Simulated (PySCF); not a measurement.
Compound: H13NSi6.
SMILES with atom numbers: `[SiH3:1][NH:2][SiH:3]1[SiH2:4][SiH2:5][SiH2:6][SiH2:7]1` (hydrogens: H8, H9, H10 on Si1; H11 on N2; H12 on Si3; H13, H14 on Si4; H15, H16 on Si5; H17, H18 on Si6; H19, H20 on Si7)

Method used: core-valence-separated Tamm–Dancoff BHandHLYP/aug-pcX-1 (pcseg-1 on H, def2-SVPD on Si) in PySCF, non-relativistic, gas phase, PBE0-D3(BJ)/def2-SVP geometry. No empirical shift is added; at this level the pattern usually sits a few eV under experiment.

**Question.** List the nitrogen K-edge absorption lines.

**Answer.** 
| E (eV) | f | core hole on | main final orbital |
| --- | --- | --- | --- |
| 398.60 | 0.0029 | N2 | LUMO (70 %) |
| 399.67 | 0.0277 | N2 | spread |
| 400.20 | 0.0105 | N2 | spread |
| 400.35 | 0.0305 | N2 | LUMO+9 (42 %) |
| 400.53 | 0.0058 | N2 | LUMO+5 (39 %) |
| 400.76 | 0.0008 | N2 | spread |
| 400.90 | 0.0030 | N2 | spread |

The first line with a tenth or more of the strongest one's intensity is at 399.67 eV (f = 0.028), with the hole on N2 (nitrogen bridging silicon atoms). The strongest listed is at 400.35 eV (f = 0.030; N2).

Roots within 0.03 eV whose holes lie on the same, on equivalent or on shared atoms are summed into one line, and the highest roots are left out, as the search may have cut off their partners. Final orbitals are the ground state's empty Kohn–Sham orbitals.

**Question.** What are the wavelength and the wavenumber of the 400.20 eV line?

**Answer.** λ = 12398.42 eV Å/400.20 eV = 30.981 Å; 3.2278 × 10⁶ cm⁻¹.

The list ends where the root search ended, not at a threshold.

One conformer stands for the species.
